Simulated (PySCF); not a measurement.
Computed spin Hamiltonian

Compound: H₉O₃Si₄ (doublet state).
Geometry (PBE0-D3(BJ)/def2-SVP, Å), atoms numbered from 1 in this order:
```xyz
16
H9O3Si4 angstrom
Si    -0.086    2.705    0.155
O      0.429    1.643   -1.016
Si     0.218    0.123   -1.622
O      1.283   -0.892   -0.895
Si     2.114   -1.263    0.493
O     -1.320   -0.373   -1.329
Si    -2.468   -0.829   -0.222
H      0.923    3.805    0.257
H     -0.213    1.990    1.471
H      0.458    0.131   -3.073
H      3.380   -1.954    0.120
H      1.286   -2.163    1.349
H      2.426   -0.016    1.255
H     -1.899   -1.829    0.731
H     -3.620   -1.428   -0.952
H     -2.926    0.368    0.546
```

The hyperfine couplings belong to this conformer and change with its torsions.

Identity: `[SiH2]O[SiH](O[SiH3])O[SiH3]` [radical].

Method: UKS B3LYP, IGLO-III on O Si, pcH-1 on H, non-relativistic, mean-field spin-orbit, GIAO in PySCF 2.14.0. One conformer (not necessarily the lowest) at the PBE0-D3(BJ)/def2-SVP geometry, without solvent, vibrations or thermal averaging. No stability test was run, so a lower SCF solution isn't excluded.

```
g1, g2, g3                      : 2.00117, 2.00208, 2.00383
g_iso                           : 2.00236
Form of g                       : rhombic: the two nearest values differ by 34 % of g3 − g1
⟨S²⟩                            : 0.7513 (exact 0.7500)
HOMO–LUMO gap, α and β orbitals : 5.39, 5.95 eV
Total energy                    : -1389.50121 Eh
```

Hyperfine couplings atom by atom, in MHz; T1 to T3 are the principal values of the dipolar part; ρ(0) is the spin density at the nucleus:

```json
{"atom": "Si1", "isotope": "29Si", "a_iso": "-645.2", "of which spin–orbit": "1.2", "T1": "-150.2", "T2": "75.0", "T3": "75.3", "Mulliken spin population": "0.85", "ρ(0) (bohr⁻³)": "0.7274"}
{"atom": "O2", "isotope": "17O", "a_iso": "-22.9", "of which spin–orbit": "-0.1", "T1": "-27.3", "T2": "13.3", "T3": "14.0", "Mulliken spin population": "0.04", "ρ(0) (bohr⁻³)": "0.0376"}
{"atom": "Si3", "isotope": "29Si", "a_iso": "1.1", "of which spin–orbit": "0.0", "T1": "-0.8", "T2": "0.1", "T3": "0.8", "Mulliken spin population": "0.00", "ρ(0) (bohr⁻³)": "-0.0012"}
{"atom": "O4", "isotope": "17O", "a_iso": "-1.8", "of which spin–orbit": "0.0", "T1": "-1.1", "T2": "0.5", "T3": "0.6", "Mulliken spin population": "0.00", "ρ(0) (bohr⁻³)": "0.0029"}
{"atom": "Si5", "isotope": "29Si", "a_iso": "-0.4", "of which spin–orbit": "0.0", "T1": "-0.3", "T2": "0.1", "T3": "0.2", "Mulliken spin population": "0.00", "ρ(0) (bohr⁻³)": "0.0005"}
{"atom": "O6", "isotope": "17O", "a_iso": "0.4", "of which spin–orbit": "0.0", "T1": "-0.3", "T2": "0.1", "T3": "0.2", "Mulliken spin population": "0.00", "ρ(0) (bohr⁻³)": "-0.0006"}
{"atom": "Si7", "isotope": "29Si", "a_iso": "-1.5", "of which spin–orbit": "0.0", "T1": "-0.5", "T2": "0.2", "T3": "0.3", "Mulliken spin population": "0.00", "ρ(0) (bohr⁻³)": "0.0017"}
{"atom": "H8", "isotope": "1H", "a_iso": "105.6", "of which spin–orbit": "0.0", "T1": "-8.0", "T2": "0.1", "T3": "7.8", "Mulliken spin population": "0.05", "ρ(0) (bohr⁻³)": "0.0236"}
{"atom": "H9", "isotope": "1H", "a_iso": "104.6", "of which spin–orbit": "0.0", "T1": "-8.0", "T2": "0.1", "T3": "7.9", "Mulliken spin population": "0.05", "ρ(0) (bohr⁻³)": "0.0234"}
{"atom": "H10", "isotope": "1H", "a_iso": "-1.0", "of which spin–orbit": "0.0", "T1": "-1.2", "T2": "-1.0", "T3": "2.2", "Mulliken spin population": "0.00", "ρ(0) (bohr⁻³)": "-0.0002"}
{"atom": "H11", "isotope": "1H", "a_iso": "0.6", "of which spin–orbit": "0.0", "T1": "-0.3", "T2": "-0.3", "T3": "0.7", "Mulliken spin population": "0.00", "ρ(0) (bohr⁻³)": "0.0001"}
{"atom": "H12", "isotope": "1H", "a_iso": "0.3", "of which spin–orbit": "0.0", "T1": "-0.5", "T2": "-0.4", "T3": "0.9", "Mulliken spin population": "0.00", "ρ(0) (bohr⁻³)": "0.0001"}
{"atom": "H13", "isotope": "1H", "a_iso": "1.0", "of which spin–orbit": "0.0", "T1": "-1.1", "T2": "-0.9", "T3": "1.9", "Mulliken spin population": "0.00", "ρ(0) (bohr⁻³)": "0.0002"}
{"atom": "H14", "isotope": "1H", "a_iso": "0.6", "of which spin–orbit": "0.0", "T1": "-0.6", "T2": "-0.6", "T3": "1.2", "Mulliken spin population": "0.00", "ρ(0) (bohr⁻³)": "0.0001"}
{"atom": "H15", "isotope": "1H", "a_iso": "0.2", "of which spin–orbit": "0.0", "T1": "-0.5", "T2": "-0.5", "T3": "1.0", "Mulliken spin population": "0.00", "ρ(0) (bohr⁻³)": "0.0000"}
{"atom": "H16", "isotope": "1H", "a_iso": "1.1", "of which spin–orbit": "0.0", "T1": "-1.7", "T2": "-1.6", "T3": "3.4", "Mulliken spin population": "0.00", "ρ(0) (bohr⁻³)": "0.0002"}
```

The largest Mulliken spin population is on Si1 (+0.85). The angles at Si1 add up to 328.1°, so it is pyramidal.

Axes: g3 points within 8° of the Si1–O2 bond.

Under fast tumbling the dipolar parts average out, and these isotropic splittings remain: 2 × 1H (H8/H9, I = 1/2, 3 lines) with 3.75 mT and 1 × 1H (H10, I = 1/2, 2 lines) with 0.03 mT.

Class means assume fast exchange of nuclei equivalent by connectivity; if that motion is slow, each nucleus keeps its own coupling.

The 17O coupling of O2 (-22.9 MHz) shows only in satellite lines or after enrichment, since that isotope makes up about 0.038 % of natural oxygen.

The 29Si coupling of Si1 (-645.2 MHz) shows only in satellite lines or after enrichment, since that isotope makes up about 4.7 % of natural silicon.

The spin density at the nucleus, in bohr⁻³, is negative for Si3 (-0.0012), for instance. A restricted open-shell determinant has no negative spin density anywhere; here it arises because α and β orbitals differ (spin polarisation).
